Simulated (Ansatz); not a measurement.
A search over several starts for the lowest SCF solution of WS₂F₂⁺ at the given spin, in a small basis.

```yaml
crystal:
  periodic: [false, false, false]
  atoms:
    - {symbol: W, position_ang: [-0.098390, 0.000296, -0.068856]}
    - {symbol: S, position_ang: [-0.039361, -0.017956, 2.069929]}
    - {symbol: S, position_ang: [1.931584, 0.012309, -0.745049]}
    - {symbol: F, position_ang: [-0.901764, 1.593945, -0.614304]}
    - {symbol: F, position_ang: [-0.892068, -1.588584, -0.641720]}
basis:
  gaussian: {orbitals: def2-SVP}
total_charge: 1
magnetization: {spin_polarized: true, initial_magnetization: 1}
hamiltonian: {xc: pbe0, dispersion: d4}
output: {orbitals: {seedname: orbitals}}
```

```sh
$ ansatz run in.yaml --threads 4 --pin off --events-out ev --progress --plain --max-ram 3916MiB
```

It prints (some lines left out):

```
Functional definition: PBE0
885 factors; integrals over basis functions are off by at most 1.1e-3 eV
mean field evaluation 1: about -28892.4479 eV, gradient 5.0e1 eV
mean field evaluation 2: about -28755.6720 eV, gradient 1.9e2 eV
mean field evaluation 4: about -28899.2717 eV, gradient 2.2e1 eV
mean field evaluation 8: about -28901.5518 eV, gradient 8.8e-1 eV
mean field evaluation 16: about -28901.5620 eV, gradient 9.0e-3 eV
mean field evaluation 32: about -28901.5620 eV, gradient 4.7e-6 eV
mean field -28901.56200751 eV, -1062.1128135936 hartree, gradient 4.7e-6 eV, S^2 0.811066; 2 other end points of the search recorded, 0 dependent functions left out
reference -28901.56205170 eV, -1062.1128152174 hartree; 32, 31 occupied and 64, 65 virtual orbitals, 885 factors
Total energy: -28901.70746877 eV, -1062.1181591962 hartree
```

It took 5.5 s on 4 threads of Arm Neoverse N1 on a shared host.

In the def2 sets W takes a core potential; there is no spin–orbit coupling.
